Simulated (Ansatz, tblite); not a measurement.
Removing an electron: GaCl2Br (GaBrCl₂). Total charge 0; singlet. Geometry: B3LYP-D4/def2-SVP. Ansatz, gas phase; energy differences of separate SCF runs; the oxidised species was run as a doublet alone.

Cartesian coordinates in Å:
```
Ga -0.002 -0.012 -0.022
Cl -1.914 -0.679 -0.709
Cl 1.718 -0.384 -1.236
Br 0.199 1.075 1.967
```

The xTB rows come from tblite.

```tsv
level	−HOMO (eV)	vertical IE (eV)	−LUMO (eV)	HOMO–LUMO gap (eV)
GFN2-xTB	12.55	15.40	8.83	3.71
PBE-D4/def2-TZVP	7.69	10.55	3.17	4.52
PBE0-D4/def2-TZVP	9.03	11.10	2.26	6.76
```

Task: Estimate the rows for GFN1-xTB, r2SCAN-D4/def2-TZVP.

Result: 
```tsv
level	−HOMO (eV)	vertical IE (eV)	−LUMO (eV)	HOMO–LUMO gap (eV)
GFN1-xTB	12.54	15.24	7.34	5.20
r2SCAN-D4/def2-TZVP	8.06	10.85	2.94	5.12
```

 Raw xTB energy differences between charge states are shifted by several eV; the methods need an empirical correction for them.
